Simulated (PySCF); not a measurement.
Magnetisability: `C1C([SiH2][AsH2])C[SiH2]1`, C3H11AsSi2

Geometry (Å), atoms numbered from 1 in this order:
```xyz
17

As    2.297   -0.679    1.418
Si    1.206    1.164    0.388
C    -0.600    0.680    0.095
C    -0.847   -0.579   -0.793
Si   -2.420   -0.841    0.232
C    -1.417    0.297    1.368
H     3.646    0.032    1.382
H     2.557   -1.369    0.082
H     1.290    2.313    1.345
H     1.869    1.562   -0.894
H    -1.090    1.546   -0.387
H    -0.108   -1.374   -0.589
H    -0.879   -0.408   -1.878
H    -3.612   -0.158   -0.364
H    -2.822   -2.212    0.679
H    -0.809   -0.290    2.077
H    -1.880    1.130    1.915
```

Computed with GIAO wB97X-D/pcSseg-1 magnetisability, rotational g tensor and spin-rotation constants, non-relativistic, gas phase (PySCF 2.14.0). Geometry: PBE0-D3(BJ)/def2-SVP.

The calculation is non-relativistic, which matters for the atoms heavier than Zn.

Q: What are the magnetisability and the molar susceptibility?

A: Isotropic -1680 × 10⁻³⁰ J/T², or -101.2 × 10⁻⁶ cm³/mol; principal values -1802, -1737, -1500 × 10⁻³⁰ J/T², anisotropy 275 × 10⁻³⁰ J/T² (root of half the summed squared differences of the principal values). The susceptibility is in cgs units.

Q: Split it along the inertial axes a, b, c into diamagnetic and paramagnetic parts about the centre of mass, with the quadrupole moment.

A: 
```
axis  χ (10⁻⁶ cm³/mol)  diamagnetic (10⁻⁶ cm³/mol)  paramagnetic (10⁻⁶ cm³/mol)  summed x² of all electrons (Å²)  quadrupole Θ (D Å)
   a             -97.8                      -576.3                        478.5                            363.5               -0.07
   b             -98.1                     -1753.4                       1655.4                             86.0               -1.47
   c            -107.6                     -1907.1                       1799.4                             49.8               +1.54
```
Anisotropies 2χaa − χbb − χcc = +10.2 and 2χbb − χaa − χcc = +9.3 × 10⁻⁶ cm³/mol. Θ is traceless in Buckingham's convention.

Q: And the rotational g tensor?

A: 
| axis | rotational constant (GHz) | g | nuclear part | electronic part |
| --- | --- | --- | --- | --- |
| a | 2.8423 | -0.0312 | 0.6077 | -0.6390 |
| b | 0.6981 | -0.0073 | 0.5356 | -0.5429 |
| c | 0.6355 | -0.0043 | 0.5329 | -0.5372 |

Asymmetric top; isotopes 75As, 12C, 1H, 28Si; no vibrational averaging.
